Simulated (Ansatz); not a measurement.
`[CH3][Mo]([NH2])(=[S])=[S]` + H–F → `[NH2][Mo]([F])(=[S])=[S]` + CH₄ at 298.15 K and 1 bar (ligand exchange at a Mo–C bond).

Calculated with Ansatz (gas phase, PBE0-D4/def2-TZVP geometries, no zero-point term in ΔE). CCSD(T)/CBS adds triple-zeta CCSD(T) − MP2 to the extrapolated MP2 energy (def2 sets, frozen cores). This one scheme is used for every species. def2 core potentials past Kr. For Mo outer-core shells are correlated without core-valence functions, which leaves a few kJ/mol of doubt a bond. One conformer a species, not always the lowest.

```csv
species,CCSD(T)/CBS energy (Eh),H − E (kJ/mol),S (J/(mol·K))
`[CH3][Mo]([NH2])(=[S])=[S]`,-959.56113,194.2,369.7
H–F,-100.39570,33.5,173.6
`[NH2][Mo]([F])(=[S])=[S]`,-1019.53735,104.0,352.3
CH₄,-40.46206,127.4,186.2
```

H − E and S are ideal-gas, rigid-rotor, harmonic terms from PBE0-D4/def2-TZVP, for one conformer and one mirror image of each species. 1 Eh = 2625.50 kJ/mol, R = 8.31446 J/(mol·K).

Problem. By hand: ΔE, ΔH, ΔS and ΔG.

Solution. ΔE = (-1019.53735) + (-40.46206) − (-959.56113) − (-100.39570) = -0.04258 Eh = -111.8 kJ/mol. Δ(H − E) = 104.0 + 127.4 − 194.2 − 33.5 = 3.7, so ΔH = -108.1 kJ/mol. ΔS = 352.3 + 186.2 − 369.7 − 173.6 = -4.8 J/(mol·K). ΔG = -108.1 − 298.15 × (-4.8)/1000 = -106.7 kJ/mol.

Problem. By hand: the equilibrium constant, and the temperature at which ΔG would vanish if ΔH and ΔS stayed fixed.

Solution. log₁₀ K = −ΔG/(RT ln 10) = 18.7. ΔG = 0 at ΔH/ΔS = 22521 K, far beyond where these terms or the molecules hold.

The number of gas molecules stays the same, so ΔS is small and ΔH decides. A doubt of 5 kJ/mol in ΔE shifts log₁₀ K by 0.9 here. Other conformers and mirror images would add mixing entropy, several J/(mol·K) or more a flexible species. These are equilibria of isolated gas molecules and say nothing of rates. Largest T1 diagnostic: 0.025 (customary marks: 0.02 for closed shells, 0.045 for open ones).
